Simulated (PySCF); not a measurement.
**Electric field gradients and quadrupole coupling constants**

Species: C5H13OP3.
Structure used (GFN2-xTB), in Å, numbered top down from 1:
```
atom  x, y, z in Å
C1    -4.4888    0.2337    0.3723
O2    -3.5125    0.5168   -0.5982
C3    -2.3594   -0.2828   -0.5313
C4    -1.4329    0.0576    0.6412
P5     0.1214   -0.9771    0.5697
P6     1.1925    0.1450   -0.7440
C7     2.7405   -0.8948   -0.8384
C8     3.7602   -0.2575    0.1017
P9     3.3846    1.5596    0.1714
H10   -4.7452   -0.8330    0.3772
H11   -4.1679    0.5253    1.3785
H12   -5.3672    0.8155    0.0987
H13   -1.8308   -0.0981   -1.4722
H14   -2.6337   -1.3493   -0.4869
H15   -1.9329   -0.1627    1.5879
H16   -1.1946    1.1223    0.6173
H17    2.5481   -1.9403   -0.5910
H18    3.1030   -0.8488   -1.8704
H19    3.6281   -0.6506    1.1156
H20    4.7910   -0.4476   -0.2088
H21    4.6413    1.9540    0.6548
H22    3.7448    1.8321   -1.1476
```

Field gradients from the PBE0/pcSseg-1 density (PySCF, non-relativistic), principal values in atomic units, ordered |Vxx| ≤ |Vyy| ≤ |Vzz|:

| atom | Vxx | Vyy | Vzz |
| --- | --- | --- | --- |
| O2 | -0.0343 | -1.9917 | 2.0261 |

Task: Find the asymmetry η = (Vxx − Vyy)/Vzz and the couplings χ = eQV/h (234.96 MHz × Q in barn × V in au), with Q(17O) = −0.0256 b.

Result: 
```json
{"atom": "O2", "environment": "ether oxygen", "nucleus": "17O", "η": "0.97", "χzz (MHz)": "-12.19", "χxx (MHz)": "0.21", "χyy (MHz)": "11.98"}
```

At O2 η is above 0.9: Vyy and Vzz are nearly equal in size and opposite in sign, so a small change could swap them and flip the sign of χzz. The tensor is traceless: Vxx + Vyy + Vzz = 0.

Task: What is Vzz at O2 in SI units (1 au = 9.71736 × 10²¹ V/m²)?

Result: 2.0261 au = 19.688 × 10²¹ V/m².

Task: And the gradient at the other heavy atoms, for which no coupling is worked out here?

Result: 
```
atom                     environment  Vzz (au)     η
  C1                  methoxy carbon     0.365  0.10
  C3      sp3 carbon bound to oxygen     0.342  0.42
  C4  sp3 carbon bound to phosphorus     0.101  0.62
  P5    phosphorus bonded to C and P    -1.028  0.50
  P6    phosphorus bonded to C and P    -1.222  0.87
  C7  sp3 carbon bound to phosphorus    -0.099  0.76
  C8  sp3 carbon bound to phosphorus    -0.096  0.73
  P9            phosphine phosphorus    -1.168  0.06
```

Were the hydrogens deuterons (Q(2H) = 0.00286 b), χzz would run from 130 kHz (H21) to 206 kHz (H12, H17 and H16).

Isolated species at its GFN2-xTB geometry (one conformer only). GFN2-xTB bond lengths can be off by several hundredths of an ångström, more for odd bonds, and the gradients follow them. With so small a basis the couplings can be 20 % off.

These values come from a run that also computed NMR shieldings. The run took about 2.7 min of CPU time (one thread, shared machine).
